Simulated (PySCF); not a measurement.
# Mn: ionisation energy

Mn [Ar] 3d5 4s2 (6S) → Mn⁺ [Ar] 3d5 4s1 (7S), as a difference of total energies. All numbers are calculated (PySCF 2.14, scalar relativity by spin-free X2C-1e, in jorge-DZP-DKH (8s6p2d1f, 43 functions)). Correlated levels: valence: [Ar] frozen. The calculations carry no spin-orbit coupling.

| method | ionisation energy (eV) |
| --- | --- |
| UHF | 5.951 |
| LDA | 7.304 |
| r2SCAN | 6.751 |
| MP2 (valence) | 6.671 |
| SCS-MP2 (valence) | 6.826 |

Problem. How much does correlation contribute at MP2 (valence)?

Solution. 6.671 − (5.951) = 0.720 eV, measured against UHF.

Errors of the correlated levels include the incompleteness of this basis and the frozen core.

MP2 underrates the near-degeneracy of ns² with np² in the lower species.

For comparison: 7.434 eV (measured; NIST Atomic Spectra Database, ionization energies).
